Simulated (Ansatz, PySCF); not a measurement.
Process, species as SMILES: [CH3][Ge]([CH3])([CH3])[C](F)(F)F [trimethyl(trifluoromethyl)germane] + 7 [H][H] (H2) → 4 C (CH4) + 3 F (HF) + [GeH4] (GeH4)
Each molecule is optimised on its own at B3LYP-D3(BJ)/def2-TZVP (Ansatz, an electronic-structure program), one conformer each, not searched for the lowest. Frequencies are from Ansatz or PySCF.

Wanted: energy of full hydrogenation (enthalpy at 298 K, with B3LYP-D3(BJ) rigid-rotor harmonic-oscillator terms), in kJ/mol. Valence correlation only, unless marked. Spin-orbit coupling is left out. The frozen core is the preceding noble-gas configuration, with the filled d and f shells of earlier blocks. No relativistic terms. Basis-set limits of correlation are two-point, X^-3; Hartree-Fock from the larger set. The bracket is a focal-point correction in the basis named.

```json
[
 {"level": "HF/cc-pVTZ", "program": "Ansatz", "energy of full hydrogenation (kJ/mol)": "-379.4", "minus last row": "-78.3"},
 {"level": "HF/cc-pVQZ", "program": "Ansatz", "energy of full hydrogenation (kJ/mol)": "-388.2", "minus last row": "-87.1"},
 {"level": "PBE/def2-TZVPD", "program": "Ansatz", "energy of full hydrogenation (kJ/mol)": "-289.4", "minus last row": "11.7"},
 {"level": "BLYP-D4/def2-TZVPD", "program": "Ansatz + dftd4", "energy of full hydrogenation (kJ/mol)": "-256.8", "minus last row": "44.3"},
 {"level": "revPBE-D3(BJ)/def2-TZVPD", "program": "Ansatz + dftd3", "energy of full hydrogenation (kJ/mol)": "-261.9", "minus last row": "39.2"},
 {"level": "B3LYP-D4/def2-TZVPD", "program": "Ansatz + dftd4", "energy of full hydrogenation (kJ/mol)": "-285.5", "minus last row": "15.6"},
 {"level": "B3LYP/def2-TZVPD", "program": "Ansatz", "energy of full hydrogenation (kJ/mol)": "-324.7", "minus last row": "-23.6"},
 {"level": "r2SCANh/def2-TZVPD", "program": "Ansatz", "energy of full hydrogenation (kJ/mol)": "-276.4", "minus last row": "24.7"},
 {"level": "HSE06-D4/def2-TZVPD", "program": "Ansatz + dftd4", "energy of full hydrogenation (kJ/mol)": "-295.4", "minus last row": "5.7"},
 {"level": "B2PLYP-D4/def2-TZVPD", "program": "Ansatz + dftd4", "energy of full hydrogenation (kJ/mol)": "-286.8", "minus last row": "14.3"},
 {"level": "MP2/6-31G*", "program": "Ansatz", "energy of full hydrogenation (kJ/mol)": "-141.9", "minus last row": "159.2"},
 {"level": "MP2/aug-cc-pVTZ", "program": "Ansatz", "energy of full hydrogenation (kJ/mol)": "-296.1", "minus last row": "5.0"},
 {"level": "RI-MP2/aug-cc-pVQZ", "program": "Ansatz", "energy of full hydrogenation (kJ/mol)": "-298.5", "minus last row": "2.6"},
 {"level": "RI-MP2/cc-pVQZ", "program": "Ansatz", "energy of full hydrogenation (kJ/mol)": "-297.8", "minus last row": "3.3"},
 {"level": "RI-MP2/CBS(aug-cc-pVTZ,aug-cc-pVQZ)", "program": "Ansatz", "energy of full hydrogenation (kJ/mol)": "-297.8", "minus last row": "3.3"},
 {"level": "CCSD/aug-cc-pVDZ", "program": "Ansatz", "energy of full hydrogenation (kJ/mol)": "-359.7", "minus last row": "-58.6"},
 {"level": "CCSD/cc-pVTZ", "program": "Ansatz", "energy of full hydrogenation (kJ/mol)": "-318.5", "minus last row": "-17.4"},
 {"level": "CCSD(T)/6-31G*", "program": "Ansatz", "energy of full hydrogenation (kJ/mol)": "-130.6", "minus last row": "170.5"},
 {"level": "CCSD(T)/aug-cc-pVDZ", "program": "Ansatz", "energy of full hydrogenation (kJ/mol)": "-336.3", "minus last row": "-35.2"},
 {"level": "CCSD(T)/aug-cc-pVTZ", "program": "Ansatz", "energy of full hydrogenation (kJ/mol)": "-299.4", "minus last row": "1.7"},
 {"level": "RI-MP2/CBS(aug-cc-pVTZ,aug-cc-pVQZ)+[CCSD(T)-MP2]/aug-cc-pVTZ", "program": "Ansatz", "energy of full hydrogenation (kJ/mol)": "-301.1", "minus last row": "0.0"}
]
```
